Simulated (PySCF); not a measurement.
Gas-phase reaction: 3 GeH₂ + 6 C₃H₆ (cyclic) ⇌ 3 Ge(CH₃)₄ + 2 C₃H₃ (propargyl)

Computed with PySCF (xtb for GFN2) and rigid-rotor harmonic-oscillator thermochemistry at 1 bar. † marks an energy on the PBE0/def2-TZVP geometry and frequencies; other levels use their own. MP2 freezes the core. 6-31G* has spherical d functions here. Open shells (unrestricted): C₃H₃ (propargyl) (multiplicity 2); the rest are closed-shell singlets. GFN2 has no spin-polarisation term. B3LYP is the form with VWN-RPA correlation. Ge: all electrons, no relativistic terms. GeH₂: computed as isolated molecules; such fragments, hydroxides, amides, oligomers or adducts are transient or little studied in the gas. MP2 isn't extrapolated to the basis-set limit; its ΔH°(298 K) is -575.0 kJ in def2-SVP and -737.7 kJ in def2-TZVPP. The harmonic model lacks anharmonicity and excited electronic states, which grow with temperature; levels with a mode under 35 cm⁻¹ are left out. Internal rotation in Ge(CH₃)₄ is treated as a harmonic vibration of one conformer, which makes the entropy rough. Warning, spin contamination: C₃H₃ (propargyl) (HF/6-31G*, MP2/def2-SVP†, MP2/def2-TZVPP†).

```tsv
level	ΔE electronic, kJ	ΔH°(298 K), kJ	ΔS°(298 K), J/K	ΔG°(1000 K), kJ
B3LYP/6-31G*	-570	-553	-434	-178
B3LYP/def2-TZVP†	-655	-646	-441	-265
BLYP/def2-TZVP†	-647	-637	-441	-256
GFN2-xTB	254	274	-400	612
HF/6-31G*	-649	-650	-454	-261
M06-2X/def2-TZVP†	-667	-657	-441	-276
MP2/def2-SVP†	-585	-575	-441	-194
MP2/def2-TZVPP†	-747	-738	-441	-357
PBE0/def2-SVP†	-592	-582	-441	-201
ωB97M-V/def2-TZVP†	-676	-666	-441	-285
```
ΔH° is lowest at MP2/def2-TZVPP† and highest at GFN2-xTB. No reference value is set beside these.
